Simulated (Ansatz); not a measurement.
Consider the cleavage of the Si–Ge bond: `FC#[C][GeH2][SiH3]` + `OB(S)S` → `[SiH3]OB(S)S` + `FC#[C][GeH3]`.

Calculated with Ansatz (gas phase, PBE0-D4/def2-TZVP geometries, no zero-point term in ΔE). CCSD(T)/CBS is the MP2 limit (def2-TZVPP, def2-QZVPP) plus CCSD(T) − MP2 in def2-TZVPP, frozen cores. This one scheme is used for every species. Functionals use def2-TZVPP. B3LYP here is the variant with VWN-RPA as its local correlation; programs differ in this. For Ge outer-core shells are correlated without core-valence functions, which leaves a few kJ/mol of doubt a bond. Scalar relativity is left out up to krypton. One conformer a species, not always the lowest.

`FC#[C][GeH2][SiH3]`:

Cartesian coordinates in Å:
```
F -0.421 -1.950 3.418
C -0.019 -1.240 2.445
C 0.370 -0.565 1.529
Ge 0.914 0.482 0.044
Si -0.790 0.376 -1.615
H 2.248 -0.083 -0.470
H 1.142 1.921 0.537
H -0.398 1.191 -2.795
H -0.985 -1.035 -2.038
H -2.062 0.904 -1.056
```

`OB(S)S`:

Cartesian coordinates in Å:
```
O -0.148 1.432 -0.169
B 0.043 0.100 0.013
S 1.585 -0.516 0.760
S -1.249 -1.062 -0.494
H 0.581 1.985 0.123
H 1.280 -1.821 0.714
H -2.092 -0.119 -0.946
```

`[SiH3]OB(S)S`:

Cartesian coordinates in Å:
```
Si 0.490 -1.155 1.327
O -0.452 -0.223 0.340
B -0.289 0.619 -0.703
S 1.379 0.976 -1.346
S -1.725 1.408 -1.482
H 1.928 -0.923 1.043
H 0.143 -2.575 1.087
H 0.177 -0.783 2.727
H 0.985 1.815 -2.317
H -2.636 0.840 -0.675
```

`FC#[C][GeH3]`:

```xyz
7

F    -2.398    1.987    0.891
C    -1.459    1.209    0.542
C    -0.569    0.471    0.211
Ge    0.833   -0.690   -0.310
H     2.143    0.106   -0.350
H     0.936   -1.827    0.714
H     0.514   -1.255   -1.699
```

(1) Is it downhill or uphill in electronic energy at CCSD(T)/CBS, and by how much? (An estimate is asked.)

(2) What do these levels give: PBE-D4, r2SCAN-D4, B3LYP-D4, B2PLYP, r2SCAN, PBE0, B3LYP, CCSD/def2-TZVPP, CCSD(T)/def2-TZVPP, HF/def2-QZVPP, MP2/def2-QZVPP, SCS-MP2/def2-QZVPP? (Best estimate.)

Largest T1 diagnostic among the species: 0.013.

Results:

(1) Ansatz gave: Downhill: ΔE = -71.4 kJ/mol.

(2) Computed: PBE-D4 -50.4, r2SCAN-D4 -65.6, B3LYP-D4 -73.1, B2PLYP -74.4, r2SCAN -65.1, PBE0 -55.3, B3LYP -70.3, CCSD/def2-TZVPP -73.9, CCSD(T)/def2-TZVPP -71.5, HF/def2-QZVPP -96.2, MP2/def2-QZVPP -76.9, SCS-MP2/def2-QZVPP -81.9 kJ/mol.

From PBE to PBE0 (25 % exact exchange), in def2-TZVPP and without D4, ΔE moves by −6.7 kJ/mol. In def2-TZVPP, CCSD(T) changes the Hartree–Fock value by +22.0 kJ/mol (the triples alone add +2.4 kJ/mol) and MP2 by +17.4 kJ/mol.
